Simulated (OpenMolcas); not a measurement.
**Fe4+: moving or changing the point charges**

Fe4+ among 2 point charges of -2 e arranged as a linear pair (D∞h), 1.97 Å from the ion.

```json
{
  "Program": "OpenMolcas",
  "Method": "SS-CASPT2, IPEA 0.25 Eh, imaginary shift 0.1 Eh (closed shells correlated: 3s 3p)",
  "Basis": "ANO-RCC-VTZP [6s5p3d2f1g]",
  "Scalar Hamiltonian": "DKH2, point nucleus",
  "Active space": "4 electrons in 5 orbitals (3d)",
  "State averaging": "2S+1 = 5 even, 5 roots; 2S+1 = 3 even, 45 roots; 2S+1 = 1 even, 50 roots",
  "Spin-orbit coupling": "RASSI with atomic mean-field integrals over the reference wave functions"
}
```

Runs around this geometry, states (labels by Λ). Energies in cm-1 above the lowest state or level, χT in cm3 K/mol.

```tsv
R (Å)	q (e)	Ground state	First state of that spin	First gap with spin-orbit (degeneracies)	χT at 300 K	First state of another spin
1.97	-1.6	5Σ	5Π 2650	27 (1, 2)	2.470	3Γ 26380
1.84	-2	5Σ	5Π 4070	19 (1, 2)	2.651	3Γ 26480
1.97	-2	5Σ	5Π 3230	23 (1, 2)	2.562	3Γ 26450
2.13	-2	5Σ	5Π 2480	28 (1, 2)	2.436	3Γ 26370
```

Taking the first state of the same spin as R^-n, n = -ln(2480 / 4070) / ln(2.13 / 1.84) = 3.4 between the shortest and longest distance.

Scaling the charges by -1.6 / -2 = 0.80 scales the first state of the same spin by 2650 / 3230 = 0.82; with fixed orbitals a first-order splitting would follow the charge.

Roots that are degenerate in the reference are averaged as groups; the widest CASPT2 spread within a group is 54 cm-1 (the 2-fold group of multiplicity 1 near 106000 cm-1 above the lowest state of its run, R = 1.97, q = -1.6). Shifts and gaps below about the spread of the groups concerned are not significant. Point charges give a weaker field than real ligands, and real ions of this kind are often low spin; the high spin found here belongs to the model. Free-ion shares, where given, are those of the reference states; single-state CASPT2 does not remix them. Point charges carry no covalency, so the field is a model and not that of real ligands. No measured value stands beside these numbers.
